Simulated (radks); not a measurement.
Neutral terbium inside a hard spherical wall (all orbitals vanish at R), configuration held at [Xe] 4f9 6s2 and not refilled when levels cross. Calculated with a radial shooting solver on a logarithmic mesh with Libxc functionals: scalar-relativistic Kohn-Sham, PBEsol, spin-polarised, spherical densities, finite nucleus; open shells are filled with parallel spins first (spin-orbit coupling, left out, can overturn this in heavy ions); Fermi nuclear charge, rms radius 5.06 fm. Eigenvalues in eV for spin up, with the zero of energy where the potential of the charges vanishes at infinity; a dash marks a level that is unbound or too diffuse for the functional's potential to be trusted. A positive occupied level is held by the wall or, in an anion where self-interaction has pushed it up, behind a barrier. The pressure on the wall is -dE/dV.

| R (bohr) | E (hartree) | kinetic (hartree) | e(5s) | e(5p) | e(4f) | e(6s) | e(5d, empty) | e(6p, empty) | pressure (GPa) |
|---|---|---|---|---|---|---|---|---|---|
| free | -11704.2547 | 12594.239 | -48.436 | -25.543 | -4.493 | -3.796 | -1.496 | -1.179 | 0 |
| 20 | -11704.2547 | 12594.239 | -48.436 | -25.543 | -4.493 | -3.796 | -1.496 | -1.178 | < 0.0001 |
| 10 | -11704.2520 | 12594.262 | -48.263 | -25.372 | -4.322 | -3.663 | -1.334 | -0.826 | 0.0596 |
| 7 | -11704.2104 | 12594.489 | -47.139 | -24.272 | -3.211 | -2.536 | -0.262 | 1.209 | 1.96 |
| 4 | -11703.3638 | 12597.733 | -40.669 | -18.137 | 3.728 | 10.937 | 7.682 | 20.825 | 156 |
| 3.5 | -11702.5722 | 12600.733 | -37.106 | -14.626 | 7.918 | 21.230 | 12.729 | 34.246 | 435 |
| 2.5 | -11696.1945 | 12623.513 | -18.080 | 6.383 | 30.548 | 85.898 | 42.134 | 110.47 | 5470 |
| 2 | -11682.6658 | 12667.178 | 12.820 | 42.717 | 61.735 | 192.13 | 90.090 | 227.50 | 27100 |
